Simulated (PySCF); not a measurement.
# Basis and Hamiltonian dependence of the ionisation energy of P(2+)

P(2+) [Ne] 3s2 3p1 (2P) → P(3+) [Ne] 3s2 (1S). Calculated with PySCF 2.14 from differences of total energies of unrestricted determinants, without spin-orbit coupling. Values in eV.

```csv
basis,Hamiltonian,functions,UHF,r2SCAN,PBE0,MP2 (valence),CCSD(T) (valence),CCSD(T) (valence and next inner shell)
6-31G*,non-relativistic,18,29.631,n/a,n/a,29.800,29.930,n/a
aug-cc-pVDZ-DK,spin-free X2C,27,29.561,30.352,30.274,29.738,29.856,n/a
aug-cc-pVTZ-DK,spin-free X2C,50,29.566,30.356,30.247,29.864,30.014,n/a
x2c-QZVPPall,spin-free X2C,70,29.580,30.367,30.256,29.912,30.058,30.070
"aug-cc-pV(T+d)Z with one added diffuse shell each of s, p, d, f type",non-relativistic,71,29.581,30.370,30.260,29.878,30.036,n/a
aug-cc-pCVTZ-DK,spin-free X2C,75,29.572,30.363,30.250,29.873,30.030,30.055
aug-cc-pVQZ-DK,spin-free X2C,84,29.577,30.369,30.257,29.905,30.047,n/a
"x2c-QZVPPall with one added diffuse shell each of s, p, d, f type",spin-free X2C,86,29.580,30.366,30.255,29.912,30.058,30.070
dyall-acv3z,spin-free X2C,113,29.579,30.362,30.255,29.884,30.039,n/a
dyall-acv3z,non-relativistic,113,29.589,30.372,30.265,29.893,30.048,n/a
"aug-cc-pV(Q+d)Z with one added diffuse shell each of s, p, d, f, g type",non-relativistic,114,29.589,30.381,30.269,29.916,n/a,n/a
aug-cc-pCVQZ-DK,spin-free X2C,134,29.581,30.368,30.257,29.914,n/a,n/a
aug-cc-pwCVQZ,non-relativistic,134,29.591,30.378,30.268,29.925,n/a,n/a
aug-cc-pV(5+d)Z,non-relativistic,136,29.591,30.380,30.268,29.936,n/a,n/a
```

Extrapolation of CCSD(T) (valence) from aug-cc-pVTZ-DK and aug-cc-pVQZ-DK: the correlation parts are 0.448 and 0.470 eV; with the X⁻³ form and unrounded values, (4³ × 0.470 − 3³ × 0.448)/(4³ − 3³) = 0.487 eV, and adding the Hartree-Fock value 29.577 eV of the larger basis gives 30.064 eV.

Extrapolation of MP2 (valence) from aug-cc-pCVTZ-DK and aug-cc-pCVQZ-DK: the correlation parts are 0.300 and 0.333 eV; with the X⁻³ form and unrounded values, (4³ × 0.333 − 3³ × 0.300)/(4³ − 3³) = 0.356 eV, and adding the Hartree-Fock value 29.581 eV of the larger basis gives 29.937 eV.

Frozen in the all-electron rows: valence: [Ne]; valence and next inner shell: 1s2.

Between the lowest levels the reference is 30.203 eV (measured; NIST Atomic Spectra Database, ionization energies); it includes spin-orbit coupling, which these numbers lack.
